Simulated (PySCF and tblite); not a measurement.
The numbers below are computed, except where a source is named.
2‐ethylphenol, C8H10O, numbered as in [CH3:1][CH2:2][c:3]1[cH:4][cH:5][cH:6][cH:7][c:8]1[OH:9].

The ensemble was built from 90 distance-geometry starts (ETKDG and KDG, MMFF94s, GFN2-xTB) and rests on PBE0-D3(BJ)/def2-SVP geometries. Free energies are CAM-B3LYP-D3(BJ)/def2-SVPD (IEF-PCM, chloroform) single points with GFN2-xTB rigid-rotor and vibrational terms (modes under about 100 cm⁻¹ blended into free rotors). Symmetry numbers and mirror images are counted. Conformers within 3 kcal/mol (GFN2-xTB free energy) were kept, 8 at most. Programs: PySCF with density fitting and tblite.

An NOE distance is ⟨r⁻⁶⟩^(−1/6) over all pairs of like atoms and, for the average, over conformers.

Torsions listed: C1–C2–C3–C4, C3–C8–O9–H9. Of a mirror pair one member is shown.

| conformer | shape | weight % |
| --- | --- | --- |
| 1 | 101°, -179° | 60.0 |
| 2 | 1°, 180° | 19.5 |
| 3 | -100°, 5° | 14.7 |
| 4 | 2°, -1° | 5.8 |

Problem. Which H–H contacts under 3.5 Å would NOEs report (pairs on one atom left out) at 298.15 K?

Solution. 
| pair | in 1 (Å) | in 2 (Å) | in 3 (Å) | in 4 (Å) | average (Å) |
| --- | --- | --- | --- | --- | --- |
| H7 ··· H9 | 2.26 | 2.26 | 3.49 | 3.50 | 2.34 |
| H4 ··· H5 | 2.49 | 2.47 | 2.49 | 2.47 | 2.48 |
| H6 ··· H7 | 2.48 | 2.49 | 2.50 | 2.50 | 2.49 |
| H5 ··· H6 | 2.50 | 2.50 | 2.50 | 2.50 | 2.50 |
| H1 ··· H2 | 2.63 | 2.63 | 2.64 | 2.61 | 2.63 |
| H2 ··· H9 | 3.80 | 3.55 | 2.18 | 2.09 | 2.74 |
| H2 ··· H4 | 2.65 | 3.56 | 2.64 | 3.56 | 2.75 |
| H1 ··· H4 | 3.80 | 2.51 | 3.77 | 2.50 | 3.04 |

Longer pairs under the limit may be missing.
